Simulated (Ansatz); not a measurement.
Consider the formal hydrolysis of the Si–Ge bond: `C=C[SiH2][GeH3]` + H₂O → `C=C[SiH2]O` + GeH₄.

Program: Ansatz. Geometries: PBE0-D4/def2-TZVP. ΔE: electronic, gas phase. CCSD(T)/CBS is the MP2 limit (def2-TZVPP, def2-QZVPP) plus CCSD(T) − MP2 in def2-TZVPP, frozen cores. This one scheme is used for every species. Functionals use def2-TZVPP. B3LYP here is the variant with VWN-RPA as its local correlation; programs differ in this. For Ge outer-core shells are correlated without core-valence functions, which leaves a few kJ/mol of doubt a bond. Scalar relativity is left out up to krypton. One conformer a species, not always the lowest.

Task: Is it downhill or uphill in electronic energy at CCSD(T)/CBS, and by how much? (Best estimate.)

Result: The calculation gave: Downhill: ΔE = -70.1 kJ/mol.

Task: What do these levels give: r2SCAN-D4, PBE0-D4, B3LYP-D4, PBE, r2SCAN, B3LYP, HF/def2-TZVPP, SCS-MP2/def2-TZVPP, CCSD/def2-TZVPP, CCSD(T)/def2-TZVPP, SCS-MP2/def2-QZVPP, HF/CBS(def2)? (Best estimate.)

Result: The calculation gave: r2SCAN-D4 -73.3, PBE0-D4 -61.6, B3LYP-D4 -74.5, PBE -59.9, r2SCAN -74.3, B3LYP -79.7, HF/def2-TZVPP -99.7, SCS-MP2/def2-TZVPP -81.9, CCSD/def2-TZVPP -76.9, CCSD(T)/def2-TZVPP -73.8, SCS-MP2/def2-QZVPP -80.8, HF/CBS(def2) -101.4 kJ/mol.

Largest T1 diagnostic among the species: 0.012.

From PBE to PBE0 (25 % exact exchange), in def2-TZVPP and without D4, ΔE moves by −4.8 kJ/mol. In def2-TZVPP, CCSD(T) changes the Hartree–Fock value by +25.8 kJ/mol (the triples alone add +3.0 kJ/mol) and MP2 by +23.5 kJ/mol.
